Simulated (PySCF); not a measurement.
Spectrum to structure. Theory: PySCF, TDDFT wB97X-D/def2-SVPD, vertical, gas phase, core orbitals frozen in the response. Geometries: PBE0-D3(BJ)/def2-SVP, one conformer each.

```json
{"state": "S1", "E (eV)": "8.54", "f": "0.025", "main configurations (H = HOMO, L = LUMO)": "H→L (83%)"}
{"state": "S2", "E (eV)": "8.69", "f": "0.0013", "main configurations (H = HOMO, L = LUMO)": "H-2→L (61%), H-2→L+1 (9%)"}
{"state": "S3", "E (eV)": "8.73", "f": "0.020", "main configurations (H = HOMO, L = LUMO)": "H-1→L (86%)"}
{"state": "S4", "E (eV)": "8.93", "f": "0.0054", "main configurations (H = HOMO, L = LUMO)": "H-4→L (44%), H-2→L+1 (15%), H-3→L (10%)"}
{"state": "S5", "E (eV)": "9.03", "f": "0.014", "main configurations (H = HOMO, L = LUMO)": "H-3→L (72%)"}
{"state": "S6", "E (eV)": "9.16", "f": "0.0037", "main configurations (H = HOMO, L = LUMO)": "H→L+1 (40%), H→L+2 (27%)"}
{"state": "S7", "E (eV)": "9.27", "f": "0.0074", "main configurations (H = HOMO, L = LUMO)": "H→L+2 (39%), H→L+1 (19%)"}
{"state": "S8", "E (eV)": "9.33", "f": "0.028", "main configurations (H = HOMO, L = LUMO)": "H-1→L+1 (29%), H-1→L+2 (20%), H-5→L (9%)"}
{"state": "S9", "E (eV)": "9.38", "f": "0.030", "main configurations (H = HOMO, L = LUMO)": "H→L+3 (25%), H-5→L (17%), H-1→L+2 (9%)"}
{"state": "S10", "E (eV)": "9.41", "f": "0.0088", "main configurations (H = HOMO, L = LUMO)": "H-5→L (32%), H→L+3 (10%), H-1→L+3 (10%)"}
```

Triplets computed (Tamm–Dancoff): 8.43, 8.55, 8.62, 8.78 eV.

Question: Which structure fits? All have the formula C9H16.
A. `C1CCC2(C1)CCCC2`
B. `C[C@H]1CC12CCCCC2`
C. `C#CC[C@@H](C)CC(C)C`

Answer: A. Its S1, at 8.54 eV, is the highest among the candidates; the nearest of the others has S1 at 7.67 eV. S1 is HOMO→LUMO (83%). Löwdin shares by element: HOMO carbon 55% or more (atoms not listed hold the other 45%); LUMO carbon 25% or more (atoms not listed hold the other 75%). At the same level the other candidates give, for their lowest levels:
- `C[C@H]1CC12CCCCC2`: 7.67 eV (f 0.031); 7.97 eV (f 0.010); 8.09 eV (f 0.004); 8.23 eV (f 0.022); 8.41 eV (f 0.025); T1 7.58 eV; HOMO -9.14, LUMO 2.37 eV
- `C#CC[C@@H](C)CC(C)C`: 6.56 eV (f 0.000); 6.81 eV (f 0.001); 6.83 eV (f 0.001); 7.69 eV (f 0.035); 7.75 eV (f 0.048); T1 5.45 eV; HOMO -9.54, LUMO 2.20 eV
